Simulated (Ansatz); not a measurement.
Input file for CH7B2NOSi (`BB1OCN1[SiH3]`):

```yaml
crystal:
  periodic: [false, false, false]
  atoms:
    - {symbol: B, position_ang: [-0.461094, -0.674940, -2.308943]}
    - {symbol: B, position_ang: [0.083052, 0.289297, -1.038160]}
    - {symbol: O, position_ang: [0.692640, 1.548418, -1.075502]}
    - {symbol: C, position_ang: [0.744619, 1.482338, 0.349522]}
    - {symbol: N, position_ang: [0.109924, 0.170403, 0.391497]}
    - {symbol: Si, position_ang: [-0.336170, -0.897258, 1.662170]}
    - {symbol: H, position_ang: [0.245403, -1.486561, -2.833989]}
    - {symbol: H, position_ang: [-1.578147, -0.592358, -2.731817]}
    - {symbol: H, position_ang: [1.776241, 1.499039, 0.715557]}
    - {symbol: H, position_ang: [0.159580, 2.284468, 0.810851]}
    - {symbol: H, position_ang: [-0.951632, -2.084629, 1.019037]}
    - {symbol: H, position_ang: [-1.310364, -0.261371, 2.589821]}
    - {symbol: H, position_ang: [0.846347, -1.311445, 2.464655]}
basis:
  gaussian: {orbitals: def2-TZVPP}
correlation: {method: ccsd_t}
output: {orbitals: {seedname: orbitals}}
```

```sh
$ ansatz run in.yaml --threads 4 --pin off --events-out ev --progress --plain
```

The program prints (abridged):

```
Functional definition: HF
1753 factors; integrals over basis functions are off by at most 1.6e-3 eV
mean field evaluation 1: about -13864.4603 eV, gradient 4.3e1 eV
mean field evaluation 2: about -13864.7730 eV, gradient 4.3e1 eV
mean field evaluation 4: about -13869.2693 eV, gradient 4.6e0 eV
mean field evaluation 8: about -13869.3441 eV, gradient 2.9e-1 eV
mean field -13869.34437935 eV, -509.6890049618 hartree, gradient 1.4e-6 eV, S^2 0.000000; 0 other end points of the search recorded, 0 dependent functions left out
10 core orbitals not correlated: weight in the atoms' cores, before any rotation towards them, 1.000 or more for the frozen orbitals, at most 0.000 for the correlated occupied ones
reference -13869.34437935 eV, -509.6890049618 hartree; 16, 16 occupied and 269, 269 virtual orbitals, 1753 factors
second order -24.81503064 eV of doubles, -0.00000000 eV of singles
cycle   1  -25.38213698 eV  change   -5.7e-1 eV  update   1.2e-1
cycle   2  -26.08494715 eV  change   -7.0e-1 eV  update   3.5e-2
cycle   3  -26.24279634 eV  change   -1.6e-1 eV  update   1.9e-2
cycle   4  -26.22518974 eV  change    1.8e-2 eV  update   4.8e-3
cycle   5  -26.22374845 eV  change    1.4e-3 eV  update   2.4e-3
cycle   6  -26.22481599 eV  change   -1.1e-3 eV  update   7.5e-4
cycle   7  -26.22432814 eV  change    4.9e-4 eV  update   2.6e-4
cycle   8  -26.22424357 eV  change    8.5e-5 eV  update   8.8e-5
cycle   9  -26.22429339 eV  change   -5.0e-5 eV  update   3.2e-5
cycle  10  -26.22429758 eV  change   -4.2e-6 eV  update   1.2e-5
perturbative correction -1.05042232 eV, -0.0386023081 hartree
Total energy: -13896.61909925 eV, -510.6913324306 hartree
```

Run time 2.8 min (4 threads of a server CPU on a shared host); peak host memory 3.9 GiB.

Correlation energy per correlated electron: -0.852 eV. T1 diagnostic: 0.0133.
